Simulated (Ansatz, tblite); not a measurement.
Isomers of Mg2Cl2⁺ (doublet), found by a short tight-binding search and relaxed with PBE0-D4/def2-TZVP in Ansatz.

The xTB rows come from tblite. LC-ωPBE has ω = 0.4 bohr⁻¹. HSE06 is defined as in plane-wave codes, on full-range PBE exchange. Correlated methods freeze 12 core orbitals; core or outer-core shells of Mg are correlated, in sets that lack core-valence functions. In CCSD on the charge 1 doublet the largest single amplitude is 0.39, so its Hartree–Fock determinant may place the open shell otherwise than the density functionals do.

Run but left out: HF/def2-TZVPP, MP2/def2-TZVPP (B: a determinant that CCSD turns far, T1 0.050).

B: At CCSD(T)/def2-TZVPP T1 of the charge 1 doublet is large (up to 0.050), so the single-reference result is doubtful.

Other spin states were run for one of them alone.

A:

```xyz
4

Mg   -0.948    0.700    0.069
Mg    2.748   -1.834   -0.205
Cl   -3.046    1.033    0.256
Cl    1.247    0.101   -0.119
```

B:

| atom | x (Å) | y (Å) | z (Å) |
| --- | --- | --- | --- |
| Mg1 | -1.0270 | -0.6213 | -1.0822 |
| Mg2 | 1.0268 | 0.6214 | 1.0822 |
| Cl3 | 0.7498 | 0.8979 | -1.2268 |
| Cl4 | -0.7496 | -0.8980 | 1.2269 |

Q: Estimate which lies lowest at each level, and how far above it the others are (eV).

A: 
| level | A | B |
| --- | --- | --- |
| GFN1-xTB | 0.00 | 0.37 |
| GFN2-xTB | 0.54 | 0.00 |
| PBE-D4/def2-TZVP | 0.31 | 0.00 |
| r2SCAN-D4/def2-TZVP | 0.26 | 0.00 |
| PBE0-D4/def2-TZVP | 0.17 | 0.00 |
| HSE06-D4/def2-TZVP | 0.19 | 0.00 |
| LC-ωPBE/def2-TZVP | 0.00 | 0.25 |
| CCSD/def2-TZVPP | 0.00 | 0.15 |
| CCSD(T)/def2-TZVPP | 0.00 | 0.08 |
Point groups (tolerance 0.1 Å): A Cs, B D2h. Lower isomers may exist.
